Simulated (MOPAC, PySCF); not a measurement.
C3H9N, SMILES `CC(C)N`, neutral singlet in the gas phase. 

Cartesian coordinates (Å):
```xyz
13

C     -0.9675    -0.9161     0.0751
C      0.0463     0.1018    -0.4342
C      1.3907    -0.0729     0.2477
N     -0.3800     1.4885    -0.2835
H     -0.6311    -1.9422    -0.0994
H     -1.9331    -0.7904    -0.4222
H     -1.1245    -0.7924     1.1517
H      0.1871    -0.0640    -1.5093
H      1.7791    -1.0831     0.1022
H      2.1152     0.6432    -0.1428
H      1.2960     0.0939     1.3262
H     -0.4908     1.7067     0.7014
H     -1.2874     1.6270    -0.7129
```
Charge 0, spin multiplicity 1.

All levels are single points at this geometry (PBE0-D3(BJ)/def2-TZVP); Pople sets use spherical d functions. Orbital energies aren't observables, and empty levels follow the basis.

BP86/6-31G* in PySCF gives dipole (D) = 1.25.

Estimate the dipole (D) from each of these levels: PBE0-D3(BJ)/def2-TZVP in PySCF; PBE/6-31G* in PySCF; SVWN5/6-31G* in PySCF; HF/3-21G in PySCF; PM3 in MOPAC.


| level | dipole (D) |
|---|---|
| PBE0-D3(BJ)/def2-TZVP in PySCF | 1.23 |
| PBE/6-31G* in PySCF | 1.25 |
| SVWN5/6-31G* in PySCF | 1.29 |
| HF/3-21G in PySCF | 1.57 |
| PM3 in MOPAC | 1.39 |
